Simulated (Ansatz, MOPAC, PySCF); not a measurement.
Species: C₃H₃, net charge 1, singlet state. SMILES of the parent species: C(=[CH])=C
Structure (B3LYP-D3(BJ)/def2-TZVP (Ansatz, a first-principles code) minimum search):
```xyz
6

C      1.2489     0.1199     0.4370
C      0.0985     0.0095     0.0345
C     -1.1622    -0.1116    -0.4067
H      2.2584     0.2168     0.7903
H     -1.6564     0.7169    -0.9120
H     -1.7133    -1.0404    -0.2672
```
Charge +1, spin multiplicity 1.

Unscaled harmonic wavenumbers (cm⁻¹) in rising order, each level at the stationary point that it reaches from this structure (no distance between atoms moves by over 0.3 Å); the order of modes can differ between levels, and a negative number is imaginary. B3LYP-D3(BJ)/def2-TZVP (PySCF, at the structure above): 274, 324, 632, 910, 1035, 1129, 1151, 1475, 2134, 3102, 3200, 3365.

PM3 (MOPAC): 407, 411, 826, 961, 962, 1161, 1174, 1393, 2209, 3012, 3065, 3216. Zero-point energy 26.9 against 26.8 kcal/mol; where all levels lie over 400 cm⁻¹, the wavenumbers are on average 1.020 times those of B3LYP-D3(BJ)/def2-TZVP.

HF/3-21G (Ansatz): 351, 396, 841, 1088, 1182, 1222, 1281, 1613, 2215, 3277, 3382, 3537. Zero-point energy 29.1 against 26.8 kcal/mol; where all levels lie over 400 cm⁻¹, the wavenumbers are on average 1.116 times those of B3LYP-D3(BJ)/def2-TZVP.

HF/6-31G* (Ansatz): 280, 364, 740, 1023, 1131, 1216, 1265, 1611, 2194, 3332, 3443, 3571. Zero-point energy 28.8 against 26.8 kcal/mol; where all levels lie over 400 cm⁻¹, the wavenumbers are on average 1.090 times those of B3LYP-D3(BJ)/def2-TZVP.
